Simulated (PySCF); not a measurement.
A run for PySCF: R-M06-2X/def2-TZVPPD on C2H6S (a complex).

```python
from pyscf import gto, dft

mol = gto.M(
    atom='''
    C    -0.17321058   -0.67326616    0.00477811
    C    -0.05183494    0.63968581    0.14238068
    H    -1.13728974   -1.16475925    0.05475433
    H     0.68644867   -1.31057225   -0.16351888
    H     0.91217264    1.13126436    0.09237300
    H    -0.91156271    1.27696807    0.31066209
    S     0.45340641   -0.45970462    3.97122306
    H     0.26587498   -0.31316285    2.64742752
    H    -0.85976924   -0.35852233    4.23113249
    ''',
    basis='def2-tzvppd',
    charge=0, spin=0, verbose=4, max_memory=1800)
mf = dft.RKS(mol, xc='m062x').density_fit(auxbasis='def2-universal-jkfit')
mf.grids.level = 4
mf.conv_tol = 1e-9
mf.max_cycle = 150
mf.kernel()
mf.dip_moment()
```

The log:

```
PySCF version 2.14.0

[INPUT] verbose = 4
[INPUT] num. atoms = 9
[INPUT] num. electrons = 34
[INPUT] charge = 0
[INPUT] spin (= nelec alpha-beta = 2S) = 0
[INPUT] symmetry False subgroup None
[INPUT] Mole.unit = angstrom
[INPUT] Symbol           X                Y                Z      unit          X                Y                Z       unit  Magmom
[INPUT]  1 C     -0.173210580000  -0.673266160000   0.004778110000 AA   -0.327320558077  -1.272288651338   0.009029319293 Bohr   0.0
[INPUT]  2 C     -0.051834940000   0.639685810000   0.142380680000 AA   -0.097953840283   1.208830986671   0.269060490629 Bohr   0.0
[INPUT]  3 H     -1.137289740000  -1.164759250000   0.054754330000 AA   -2.149166132878  -2.201075983554   0.103470687834 Bohr   0.0
[INPUT]  4 H      0.686448670000  -1.310572250000  -0.163518880000 AA    1.297199984872  -2.476622618955  -0.309005899396 Bohr   0.0
[INPUT]  5 H      0.912172640000   1.131264360000   0.092373000000 AA    1.723756467921   2.137779814881   0.174559671304 Bohr   0.0
[INPUT]  6 H     -0.911562710000   1.276968070000   0.310662090000 AA   -1.722603867266   2.413119922114   0.587066267385 Bohr   0.0
[INPUT]  7 S      0.453406410000  -0.459704620000   3.971223060000 AA    0.856813938022  -0.868715829997   7.504523962957 Bohr   0.0
[INPUT]  8 H      0.265874980000  -0.313162850000   2.647427520000 AA    0.502430895574  -0.591792018888   5.002912947436 Bohr   0.0
[INPUT]  9 H     -0.859769240000  -0.358522330000   4.231132490000 AA   -1.624728393925  -0.677509013241   7.995681602849 Bohr   0.0

nuclear repulsion = 84.5918997545765
number of shells = 85
number of NR pGTOs = 290
number of NR cGTOs = 227
basis = def2-tzvppd
ecp = {}


******** <class 'pyscf.df.df_jk.DFRKS'> ********
method = DFRKS
initial guess = minao
damping factor = 0
level_shift factor = 0
DIIS = <class 'pyscf.scf.diis.CDIIS'>
diis_start_cycle = 1
diis_space = 8
diis_damp = 0
SCF conv_tol = 1e-09
SCF conv_tol_grad = None
SCF max_cycles = 150
direct_scf = False
XC library pyscf.dft.libxc version 7.1.2
    S. Lehtola, C. Steigemann, M. J. T. Oliveira, and M. A. L. Marques,  SoftwareX 7, 1–5 (2018)
XC functionals = m062x
    Y. Zhao and D. G. Truhlar,  Theor. Chem. Acc. 120, 215 (2008)
    Y. Zhao and D. G. Truhlar,  Theor. Chem. Acc. 120, 215 (2008)
radial grids:
    Treutler-Ahlrichs [JCP 102, 346 (1995); DOI:10.1063/1.469408] (M4) radial grids

becke partition: Becke, JCP 88, 2547 (1988); DOI:10.1063/1.454033
pruning grids: <function nwchem_prune>
grids dens level: 4
symmetrized grids: False
atomic radii adjust function: <function treutler_atomic_radii_adjust>
small_rho_cutoff = 0
Set gradient conv threshold to 3.16228e-05
Initial guess from minao.
tot grids = 180160
******** <class 'pyscf.df.df.DF'> ********
auxbasis = def2-universal-jkfit
init E= -477.916856613374
  HOMO = -0.311768347112458  LUMO = -0.0501348441702518  gap/eV = 7.11941
cycle= 1 E= -477.934770716751  delta_E= -0.0179  |g|= 0.272  |ddm|= 1.87
  HOMO = -0.29012077603052  LUMO = 0.0126794249417223  gap/eV = 8.23961
cycle= 2 E= -477.948476132578  delta_E= -0.0137  |g|= 0.184  |ddm|= 0.528
  HOMO = -0.314848564223045  LUMO = 0.0137789296874361  gap/eV = 8.94241
cycle= 3 E= -477.9571892986  delta_E= -0.00871  |g|= 0.0231  |ddm|= 0.188
  HOMO = -0.314653100925398  LUMO = 0.0142846046749076  gap/eV = 8.95085
cycle= 4 E= -477.957305603113  delta_E= -0.000116  |g|= 0.00452  |ddm|= 0.0313
  HOMO = -0.313729201226714  LUMO = 0.0141397763076942  gap/eV = 8.92177
cycle= 5 E= -477.95731151412  delta_E= -5.91e-06  |g|= 0.00239  |ddm|= 0.00712
  HOMO = -0.313941229171416  LUMO = 0.0141689511706859  gap/eV = 8.92833
cycle= 6 E= -477.957312925328  delta_E= -1.41e-06  |g|= 0.000256  |ddm|= 0.00294
  HOMO = -0.313911481057406  LUMO = 0.0141611933318052  gap/eV = 8.92731
cycle= 7 E= -477.957312951416  delta_E= -2.61e-08  |g|= 6.2e-05  |ddm|= 0.000676
  HOMO = -0.313921908556814  LUMO = 0.0141597279208621  gap/eV = 8.92756
cycle= 8 E= -477.957312952588  delta_E= -1.17e-09  |g|= 2.73e-05  |ddm|= 0.000156
  HOMO = -0.313920411171097  LUMO = 0.0141598726680026  gap/eV = 8.92752
cycle= 9 E= -477.957312952758  delta_E= -1.7e-10  |g|= 1.14e-05  |ddm|= 3.44e-05
  HOMO = -0.313919809570343  LUMO = 0.0141598340132019  gap/eV = 8.92750
Extra cycle  E= -477.957312952739  delta_E= 1.86e-11  |g|= 1.44e-05  |ddm|= 2e-05
converged SCF energy = -477.957312952739
Dipole moment(X, Y, Z, Debye): -0.84311,  0.17962, -1.00261
```

The calculation finished and met its thresholds.

Cost: around 50 core-seconds (rough).
